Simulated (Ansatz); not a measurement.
```yaml
crystal:
  periodic: [false, false, false]
  atoms:
    - {symbol: C, position_ang: [1.485069, 0.671759, 1.437658]}
    - {symbol: C, position_ang: [0.582109, 0.188475, 0.444987]}
    - {symbol: C, position_ang: [-0.170622, -0.912564, 0.428534]}
    - {symbol: C, position_ang: [-1.052251, -1.224701, -0.644805]}
    - {symbol: C, position_ang: [-1.474596, -0.369316, -1.419972]}
    - {symbol: C, position_ang: [-0.675004, 1.024655, -1.488606]}
    - {symbol: N, position_ang: [0.127441, 1.223388, -0.508103]}
    - {symbol: H, position_ang: [1.546728, -0.359091, 2.225277]}
    - {symbol: H, position_ang: [2.381513, 0.814628, 1.059225]}
    - {symbol: H, position_ang: [1.332301, 1.438778, 2.049479]}
    - {symbol: H, position_ang: [0.208619, -1.714969, 1.295418]}
    - {symbol: H, position_ang: [-1.544093, -2.269209, -0.627408]}
    - {symbol: H, position_ang: [-2.039749, -0.310072, -2.135651]}
    - {symbol: H, position_ang: [-0.787688, 1.782394, -2.191720]}
basis:
  gaussian: {orbitals: def2-TZVP, final_grid: {core_spheres: 1, valence_spheres: 1, degree: 1}}
hamiltonian: {xc: {name: r2SCAN}}
```

```sh
$ ansatz run in.yaml --threads 2 --pin off --events-out ev --progress --plain --max-ram 22528MiB --backend cpu
```

Output, abridged:

```
Functional definition: r2SCAN
1543 factors; their error is unknown
mean field evaluation 1: about -7803.9677 eV, gradient 8.2e1 eV
mean field evaluation 2: about -7789.5646 eV, gradient 1.1e2 eV
mean field evaluation 4: about -7819.4467 eV, gradient 1.4e1 eV
mean field evaluation 8: about -7819.8669 eV, gradient 1.8e-1 eV
mean field evaluation 32: about -8323.7563 eV, gradient 1.3e-1 eV
a density is far from that of the atoms, so the factors are made again for it
3082 factors; integrals over basis functions are off by at most 4.8e-5 eV
mean field evaluation 64: about -8331.2634 eV, gradient 2.6e-1 eV
mean field -8331.26417719 eV, -306.1683113782 hartree, gradient 2.5e-5 eV, S^2 0.000000; 0 other end points of the search recorded, 0 dependent functions left out
reference -8331.26420718 eV, -306.1683124802 hartree; 25, 25 occupied and 234, 234 virtual orbitals, 3082 factors
Total energy: -8331.26420718 eV, -306.1683124802 hartree
```

In this input the integration grid is far too coarse. Self-consistency was reached. The result belongs to that input, not to the molecule as meant.
